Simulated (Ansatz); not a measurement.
Relaxed structures of CH₃NSe, singlet (PBE0-D4/def2-TZVP; forces vanish, vibrations not checked; lower isomers may exist, and structures with a doubtful reference or unclear bonds are left out; Å). Computed with Ansatz 0.2.0 (basis: def2-TZVPP); correlated methods freeze the cores. Filled d shells of the heavier atoms are correlated. The def2 sets are not built for correlating such inner shells, so the correlated values are less sure here.

Q: Rank them by CCSD(T) energy, lowest first, and give each one's height above the lowest. Links in brackets join atoms within 1.22 times the sum of their covalent radii (1.1 for two metals). (To be estimated.)
A.
CH₃NSe ([NH2][CH][Se])
```
6
angstrom
N -0.2505 -0.5889 0.3795
C 0.0713 0.4697 -0.3556
Se 1.6515 1.2879 -0.3749
H -1.1668 -1.0020 0.3404
H 0.4397 -0.9914 0.9940
H -0.7453 0.8247 -0.9833
```
B.
CH₃NSe ([CH2][NH][Se])
```
6
angstrom
N 0.0932 0.4368 -0.3198
C -0.2406 -0.5867 0.3818
Se 1.6814 1.3498 -0.4132
H -1.2427 -0.9899 0.2995
H 0.4935 -1.0263 1.0446
H -0.6307 0.8106 -0.9247
```
C.
a complex of HCN ([CH][N]) + H₂Se
```
6
angstrom
N 1.2775 2.5706 -0.9115
C 0.7609 1.5682 -0.7065
Se -0.9346 -1.7862 0.1348
H -1.6661 -1.2020 1.2648
H 0.1701 -2.1853 1.0144
H 0.2768 0.6272 -0.5096
```

A: The calculation gives: A (0.000 eV), C (0.593 eV), B (1.038 eV). Heights count from the lowest.

The T1 diagnostic stays at or below 0.023. The restricted Hartree–Fock reference is unstable towards an unrestricted one at one or more of these structures.

For scale, one of the runs: CCSD(T)/def2-TZVPP, 152 basis functions, launched by `ansatz run in.yaml --threads 2 --pin off --events-out ev --progress --plain --max-ram 4352MiB`. The run took 34 s on 2 CPU threads of an Arm Neoverse V1 (shared host), with 1.1 GiB of host memory at its peak.
